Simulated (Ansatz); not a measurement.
C$_{4}$H$_{3}$F$_{7}$ (`FCC(F)(C(F)F)C(F)(F)F`) at its PBE0-D4/def2-TZVP geometry, where that method's forces vanish. Total charge 0; spin multiplicity 1.

```json
{"atom": "F1", "x (Å)": "1.567", "y (Å)": "-1.558", "z (Å)": "-0.850"}
{"atom": "C2", "x (Å)": "0.596", "y (Å)": "-1.320", "z (Å)": "0.092"}
{"atom": "C3", "x (Å)": "-0.203", "y (Å)": "-0.093", "z (Å)": "-0.310"}
{"atom": "F4", "x (Å)": "-0.952", "y (Å)": "-0.384", "z (Å)": "-1.422"}
{"atom": "C5", "x (Å)": "0.734", "y (Å)": "1.055", "z (Å)": "-0.713"}
{"atom": "F6", "x (Å)": "0.047", "y (Å)": "2.196", "z (Å)": "-0.902"}
{"atom": "F7", "x (Å)": "1.649", "y (Å)": "1.270", "z (Å)": "0.255"}
{"atom": "C8", "x (Å)": "-1.195", "y (Å)": "0.275", "z (Å)": "0.811"}
{"atom": "F9", "x (Å)": "-0.550", "y (Å)": "0.763", "z (Å)": "1.870"}
{"atom": "F10", "x (Å)": "-2.088", "y (Å)": "1.163", "z (Å)": "0.408"}
{"atom": "F11", "x (Å)": "-1.858", "y (Å)": "-0.819", "z (Å)": "1.205"}
{"atom": "H12", "x (Å)": "1.075", "y (Å)": "-1.159", "z (Å)": "1.061"}
{"atom": "H13", "x (Å)": "-0.069", "y (Å)": "-2.184", "z (Å)": "0.137"}
{"atom": "H14", "x (Å)": "1.246", "y (Å)": "0.792", "z (Å)": "-1.642"}
```

(1) For each bond, give half the difference of the two atoms' forces along it (eV/Å; positive pushes the atoms apart) under PBE-D4, r2SCAN-D4, B3LYP-D4, ωB97M-V in def2-TZVPP. (Best estimate.)

Answers

(1) Computed: 
| bond | length (Å) | PBE-D4 | r2SCAN-D4 | B3LYP-D4 | ωB97M-V |
| --- | --- | --- | --- | --- | --- |
| F1–C2 | 1.374 | 0.54 | 0.36 | 0.40 | 0.30 |
| C2–C3 | 1.518 | -0.13 | -0.07 | 0.01 | 0.01 |
| C2–H12 | 1.092 | 0.06 | -0.07 | -0.15 | -0.14 |
| C2–H13 | 1.091 | 0.07 | -0.08 | -0.17 | -0.14 |
| C3–F4 | 1.372 | 0.60 | 0.37 | 0.35 | 0.23 |
| C3–C5 | 1.536 | -0.15 | -0.11 | -0.08 | -0.10 |
| C3–C8 | 1.541 | -0.32 | -0.23 | -0.16 | -0.17 |
| C5–F6 | 1.345 | 0.56 | 0.30 | 0.32 | 0.24 |
| C5–F7 | 1.349 | 0.57 | 0.31 | 0.35 | 0.24 |
| C5–H14 | 1.093 | 0.00 | -0.14 | -0.25 | -0.22 |
| C8–F9 | 1.332 | 0.58 | 0.27 | 0.28 | 0.18 |
| C8–F10 | 1.322 | 0.60 | 0.26 | 0.25 | 0.17 |
| C8–F11 | 1.339 | 0.60 | 0.29 | 0.28 | 0.17 |

B3LYP here is the variant with VWN-RPA as its local correlation; programs differ in this.
